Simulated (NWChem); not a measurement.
BH$_{2}$O$_{2}$Cl; SMILES ClB(O)O

```xyz
6

B     -0.0184     0.4438     0.0000
Cl     0.0236    -1.3417     0.0000
O     -1.2349     1.0493     0.0000
H     -1.1372     2.0197     0.0000
O      1.1362     1.1755     0.0000
H      1.9289     0.6109     0.0000
```
Atoms are numbered in this order, from 1.

Results from NWChem. Geometry: optimised at PBE-D3(BJ)/def2-SVP. Vzz is the largest principal value of the second derivative of the potential at the nucleus (NWChem prints the opposite sign); η is the asymmetry. Non-relativistic.

For level PBE0/def2-SVP:

| Item | Result |
|---|---|
| Vzz B1 (a.u.) | 0.240 |
| Vzz Cl2 (a.u.) | 2.115 |
| Vzz O3 (a.u.) | 1.336 |
| Vzz O5 (a.u.) | 1.315 |

**Question.** Estimate the same quantities for level Hartree-Fock/def2-TZVP.

**Answer.** The vzz B1 (a.u.) is 0.329 and the vzz Cl2 (a.u.) is 2.288. The vzz O3 (a.u.) comes out as 1.397 and the vzz O5 (a.u.) is 1.364.
